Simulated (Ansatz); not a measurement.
**Worked example: C2H6Se + Al(OH)2 → C2H5Se + AlH(OH)2**

Species: C2H6Se `CC[SeH]`, singlet; Al(OH)2, doublet; C2H5Se `CC[Se]`, doublet; AlH(OH)2, singlet. A radical takes H: the energy is the difference in strength between the Se–H bond broken and the Al–H bond made.

Shapes, held fixed at every level: PBE0-D4/def2-TZVP. Flexible molecules stand in one conformer, not always the lowest. Programs: Ansatz 0.2.0. The zero-point and thermal change to 298 K, harmonic and unscaled (PBE0-D4/def2-TZVP), is -4.1 kJ/mol.

At CCSD(T)/def2-TZVPP; 1 Eh = 2625.50 kJ/mol:

```
 species   energy (Eh)
  C2H6Se  -2479.793782
 Al(OH)2   -393.541829
  C2H5Se  -2479.162097
AlH(OH)2   -394.183090
```

Task: Work out ΔH(298 K) of the reaction at this level.

Result: 
1. Products less reactants: (-2479.162097) + (-394.183090) − [(-2479.793782) + (-393.541829)] = -0.009576 Eh = -25.1 kJ/mol.
2. With the thermal change: -25.1 + (-4.1) = -29.2 kJ/mol.

Other levels give -43.7 (wB97M-V/def2-TZVPP) to -11.8 kJ/mol (PBE-D4/def2-TZVPP). No measured value is set beside it here. Open shells run unrestricted. Relativity is left out for Se. Outer-core shells of Se are correlated, in sets that cover them unevenly.
